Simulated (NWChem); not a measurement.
System: B$_{3}$H$_{4}$O$_{3}$ cation; SMILES B1OB[OH+]BO1

Input file for NWChem:

```
start job
memory heap 200 mb stack 900 mb global 1100 mb
charge 1
geometry units angstroms noautosym nocenter noautoz
  B     -0.002775     1.457008     0.000000
  O     -1.180001     0.725663     0.000000
  B     -1.292067    -0.591243     0.000000
  O      0.002482    -1.300304     0.000000
  B      1.294320    -0.586309     0.000000
  O      1.177235     0.730162     0.000000
  H     -0.005046     2.647184     0.000000
  H     -2.269729    -1.272708     0.000000
  H      0.004344    -2.276217     0.000000
  H      2.274570    -1.264046     0.000000
end
basis spherical
  * library 6-31g*
end
dft
  xc hfexch
  iterations 150
  mulliken
end
task dft energy
esp
  recalculate
  probe 0.07
  range 0.3
  factor 1.0
  spacing 0.02
end
task esp
```

Excerpt of the output:

```
             Northwest Computational Chemistry Package (NWChem) 7.3.0
             --------------------------------------------------------

                             Geometry "geometry" -> ""
                             -------------------------

 Output coordinates in angstroms (scale by  1.889725989 to convert to a.u.)

  No.       Tag          Charge          X              Y              Z
 ---- ---------------- ---------- -------------- -------------- --------------
    1 B                    5.0000    -0.00277500     1.45700800     0.00000000
    2 O                    8.0000    -1.18000100     0.72566300     0.00000000
    3 B                    5.0000    -1.29206700    -0.59124300     0.00000000
    4 O                    8.0000     0.00248200    -1.30030400     0.00000000
    5 B                    5.0000     1.29432000    -0.58630900     0.00000000
    6 O                    8.0000     1.17723500     0.73016200     0.00000000
    7 H                    1.0000    -0.00504600     2.64718400     0.00000000
    8 H                    1.0000    -2.26972900    -1.27270800     0.00000000
    9 H                    1.0000     0.00434400    -2.27621700     0.00000000
   10 H                    1.0000     2.27457000    -1.26404600     0.00000000

 Effective nuclear repulsion energy (a.u.)     209.9160976776

  xc_inp: hfexch multiplicative factor not found.

                                 NWChem DFT Module
                                 -----------------

 Summary of "ao basis" -> "ao basis" (spherical)
 ------------------------------------------------------------------------------
       Tag                 Description            Shells   Functions and Types
 ---------------- ------------------------------  ------  ---------------------
 B                           6-31g*                  6       14   3s2p1d
 O                           6-31g*                  6       14   3s2p1d
 H                           6-31g*                  2        2   2s

            General Information
            -------------------
          SCF calculation type: DFT
          Wavefunction type:  closed shell.
          No. of atoms     :    10
          No. of electrons :    42
           Alpha electrons :    21
            Beta electrons :    21
          Charge           :     1
          Spin multiplicity:     1
          Use of symmetry is: off; symmetry adaption is: off
          Maximum number of iterations: 150
          AO basis - number of functions:    92
                     number of shells:    44
          Convergence on energy requested:  1.00D-06
          Convergence on density requested:  1.00D-05
          Convergence on gradient requested:  5.00D-04

              XC Information
              --------------
                     Hartree-Fock (Exact) Exchange  1.000

      Superposition of Atomic Density Guess
      -------------------------------------

 Sum of atomic energies:        -299.83425233

 Renormalizing density from      43.00 to     42

      Non-variational initial energy
      ------------------------------

 Total energy =    -297.969121
 1-e energy   =    -806.155408
 2-e energy   =     298.270189
 HOMO         =      -0.697181
 LUMO         =      -0.225731

     ---------------------------------------------
      Total Density - Mulliken Population Analysis
     ---------------------------------------------

    Atom       Charge   Shell Charges
 -----------   ------   -------------------------------------------------------
    1 B    5     4.29   2.00  0.62  1.01  0.39  0.15  0.12
    2 O    8     8.75   2.00  0.98  3.36  0.80  1.60  0.01
    3 B    5     4.25   2.00  0.62  0.99  0.39  0.13  0.11
    4 O    8     8.78   2.00  0.94  3.24  0.83  1.76  0.01
    5 B    5     4.25   2.00  0.62  0.99  0.39  0.13  0.11
    6 O    8     8.75   2.00  0.98  3.36  0.80  1.60  0.01
    7 H    1     0.87   0.46  0.41
    8 H    1     0.85   0.45  0.40
    9 H    1     0.35   0.30  0.05
   10 H    1     0.85   0.45  0.40

[...]

                     NWChem Electrostatic Potential Fit Module
                     -----------------------------------------

 Atom parameters

 Number of atoms is                                   10
 Number of basis functions is                         92

 Grid parameters

 Maximum number of grid points is                  38413
 Number of grid points is                          38412
 Grid range                                     0.300000 nm
 Grid spacing                                   0.020000 nm
 Probe radius                                   0.070000 nm
 Atom radius factor                             1.000000

 Atomic radii

    1    0.100000
    5    0.158000
    8    0.136000
 FASTESP  F
  using M.O. file = ./job.movecs

    Atom              Coordinates                           Charge

                                                  ESP

    1 B    -0.000278    0.145701    0.000000    1.025679
    2 O    -0.118000    0.072566    0.000000   -0.678883
    3 B    -0.129207   -0.059124    0.000000    0.901730
    4 O     0.000248   -0.130030    0.000000   -0.557530
    5 B     0.129432   -0.058631    0.000000    0.907938
    6 O     0.117724    0.073016    0.000000   -0.680117
    7 H    -0.000505    0.264718    0.000000   -0.154197
    8 H    -0.226973   -0.127271    0.000000   -0.110217
    9 H     0.000434   -0.227622    0.000000    0.459198
   10 H     0.227457   -0.126405    0.000000   -0.113599
                                            ------------
                                                1.000000

 Dipole moment                                  1.821976

 Quadrupole moment Qxx                         -7.264294
                   Qyy                         14.347144
                   Qzz                         -7.082849

 RMS deviation kJ/mol                           0.056080

 RRMS %                                         2.717074
```

Level: Hartree-Fock/6-31G* (spherical d). The geometry was optimised at PBE0/def2-SVP.
